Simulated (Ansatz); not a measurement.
CH4F2MoO3 (`C[O][Mo](=[O])([OH])([F])[F]`) at its PBE0-D4/def2-TZVP geometry, where that method's forces vanish. Total charge 0; spin multiplicity 1. Mo: def2 effective core potential.

```xyz
11

C     0.9290    1.5722   -0.2401
O     0.9584    0.1739   -0.2847
Mo   -0.1418   -1.2024    0.2026
O     0.3665   -2.4315   -0.7803
O    -1.4816   -0.1551   -0.6397
F    -1.6379   -1.9717    1.0211
F     0.6364   -1.3372    1.8796
H     1.1122    1.9196    0.7808
H    -0.0586    1.9118   -0.5703
H     1.7010    1.9622   -0.9050
H    -2.3836   -0.4418   -0.4639
```

(1) What forces (eV/Å) does B3LYP-D4/def2-TZVPP give on these atoms in the Gaussian-basis code of Ansatz? (An estimate is asked.)

Results:

(1) Computed: 
```
C1   0.026  0.388 -0.014
O2   0.267  0.024 -0.102
Mo3 -0.102  0.100  0.178
O4   0.227 -0.531 -0.421
O5  -0.296  0.196 -0.169
F6  -0.286 -0.165  0.171
F7   0.178 -0.022  0.367
H8  -0.010 -0.008 -0.056
H9   0.069 -0.002  0.023
H10 -0.044 -0.003  0.040
H11 -0.030  0.023 -0.018
```

B3LYP here is the variant with VWN-RPA as its local correlation; programs differ in this.
